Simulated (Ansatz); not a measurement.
# Relative stability

The two ends of one reaction step of BSiH5SF2, closed shell (PBE0-D4/def2-TZVP).

A:

B1  (-0.122, -1.282, 0.500)
S2  (1.147, -0.122, -2.005)
F3  (-0.890, -2.143, -0.147)
F4  (1.042, -1.747, 0.929)
H5  (0.380, 0.946, -2.274)
Si6  (-0.776, 0.575, 0.990)
H7  (2.054, 0.621, -1.351)
H8  (0.373, 1.509, 1.133)
H9  (-1.693, 1.095, -0.059)
H10  (-1.516, 0.548, 2.283)
(Å)

B:

B1  (0.784, -1.636, -0.748)
S2  (1.623, -0.610, -1.965)
F3  (-0.055, -2.566, -1.157)
F4  (0.981, -1.501, 0.551)
H5  (-1.488, 0.185, -0.104)
Si6  (-1.125, 1.240, 0.878)
H7  (2.290, 0.114, -1.052)
H8  (0.275, 1.673, 0.636)
H9  (-2.036, 2.400, 0.708)
H10  (-1.249, 0.701, 2.254)
(Å)

Ansatz 0.2.0; basis: def2-TZVPP; cores frozen in the correlated methods. B3LYP uses VWN-RPA correlation.

Which structure is lower at CCSD(T), and by how much? (An estimate is asked for; the value comes from the calculation.)

Computed: B, by 18.03 kcal/mol (electronic energy, against the other). By their contacts, A is a complex of BSiH₃F₂ ([F][B]([F])[SiH3]) + H₂S and B is a complex of BHSF₂ ([F][B]([F])[SH]) + SiH₄.

All methods give the same order:

| method | E(B) − E(A) (kcal/mol) |
| --- | --- |
| SPW92 | -15.35 |
| PBE-D4 | -15.91 |
| BLYP-D4 | -16.51 |
| r2SCAN-D4 | -18.10 |
| B97M-V | -19.13 |
| PBE0-D4 | -16.83 |
| B3LYP-D4 | -17.26 |
| r2SCAN0-D4 | -18.39 |
| BHLYP-D4 | -18.12 |
| CAM-B3LYP-D4 | -17.75 |
| wB97X-V | -17.40 |
| wB97M-V | -17.94 |
| B2PLYP | -18.71 |
| PBE-QIDH | -18.40 |
| RPA on PBE | -17.97 |
| HF | -20.88 |
| MP2 | -19.47 |
| CCSD | -18.20 |
| CCSD(T) | -18.03 |

No T1 diagnostic of these runs exceeds 0.013.

Labels in which every atom is bracketed show which atoms are joined, not bond orders.

For scale, one of the runs: CCSD(T)/def2-TZVPP, 247 basis functions, launched by `ansatz run in.yaml --threads 4 --pin off --events-out ev --progress --plain --max-ram 9574MiB`. The run took 2.6 min on 4 CPU threads of an Arm Neoverse V2 (shared host), with 5 GiB of host memory at its peak.
